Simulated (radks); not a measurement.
Values are calculated unless marked as measured or tabulated.
Effect of the nuclear size on neutral lanthanum, [Xe] 5d1 6s2. Code: a radial shooting solver on a logarithmic mesh with Libxc functionals. Model: Dirac Kohn-Sham, LDA (Slater exchange, Perdew-Wang correlation), spin-unpolarised, spherical densities, finite nucleus; open shells fill j = l - 1/2 first; Fermi nuclear charge, rms radius 4.855 fm. The rms radius is varied about that value; shifts are against it.

rms radius (fm)  total energy shift (eV)  density at nucleus (e/bohr^3)  1s1/2 shift (meV)  2s1/2 shift (meV)  5p1/2 shift (meV)  6s1/2 shift (meV)  5d3/2 shift (meV)  6p1/2 (empty) shift (meV)
4.0394                             -2.88                      3.634e+05              -1200               -145              0.204             -0.067              0.122                      0.051
4.4715                             -1.41                      3.561e+05               -587              -71.0              0.100             -0.033              0.060                      0.025
4.855                                  0                      3.503e+05              0.000              0.000              0.000              0.000              0.000                      0.000
5.0978                             0.940                      3.469e+05                391               47.4             -0.067              0.022             -0.040                     -0.017
5.6269                              3.12                      3.401e+05               1300                157             -0.220              0.072             -0.132                     -0.055

Slopes of the eigenvalues against <r^2> in GHz/fm^2, as finite differences over the two radii next to the reference (eigenvalue slopes, not the field-shift constants of lines): 1s1/2 39500, 2s1/2 4780, 5p1/2 -6.71, 6s1/2 2.20, 5d3/2 -4.02, 6p1/2 (empty) -1.67.
